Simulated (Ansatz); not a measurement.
`FC[SiH2][GaH2]` + ethylmethylamine → `CC[N](C)[GaH2]` + `FC[SiH3]` at 700 K and 1 bar (cleavage of the Ga–Si bond).

Calculated with Ansatz (gas phase, PBE0-D4/def2-TZVP geometries, no zero-point term in ΔE). CBS: MP2 limit from def2 TZ/QZ plus the TZ coupled-cluster correction, frozen cores. For Ga outer-core shells are correlated without core-valence functions, which leaves a few kJ/mol of doubt a bond. Scalar relativity is left out up to krypton. Each species was taken in one conformer, which may not be the lowest.

| species | CCSD(T)/CBS energy (Eh) | H − E (kJ/mol) | S (J/(mol·K)) |
| --- | --- | --- | --- |
| `FC[SiH2][GaH2]` | -2354.43792 | 237.0 | 473.4 |
| `CCNC` | -174.26710 | 388.2 | 410.7 |
| `CC[N](C)[GaH2]` | -2098.81409 | 419.3 | 500.5 |
| `FC[SiH3]` | -429.90570 | 197.7 | 370.6 |

H − E and S are ideal-gas, rigid-rotor, harmonic terms from PBE0-D4/def2-TZVP, for one conformer and one mirror image of each species. 1 Eh = 2625.50 kJ/mol, R = 8.31446 J/(mol·K).

**Question.** By hand: ΔE, ΔH, ΔS and ΔG.

**Answer.** ΔE = (-2098.81409) + (-429.90570) − (-2354.43792) − (-174.26710) = -0.01477 Eh = -38.8 kJ/mol. Δ(H − E) = 419.3 + 197.7 − 237.0 − 388.2 = -8.2, so ΔH = -47.0 kJ/mol. ΔS = 500.5 + 370.6 − 473.4 − 410.7 = -13.0 J/(mol·K). ΔG = -47.0 − 700 × (-13.0)/1000 = -37.9 kJ/mol.

**Question.** By hand: the equilibrium constant, and the temperature at which ΔG would vanish if ΔH and ΔS stayed fixed.

**Answer.** log₁₀ K = −ΔG/(RT ln 10) = 2.8. ΔG = 0 at ΔH/ΔS = 3615 K, far beyond where these terms or the molecules hold.

The number of gas molecules stays the same, so ΔS is small and ΔH decides. A doubt of 5 kJ/mol in ΔE shifts log₁₀ K by 0.4 here. Other conformers and mirror images would add mixing entropy, several J/(mol·K) or more a flexible species. Modes under 60 cm⁻¹, often nearly free rotors, make the harmonic entropy too high. These are equilibria of isolated gas molecules and say nothing of rates. Largest T1 diagnostic: 0.014 (customary marks: 0.02 for closed shells, 0.045 for open ones).
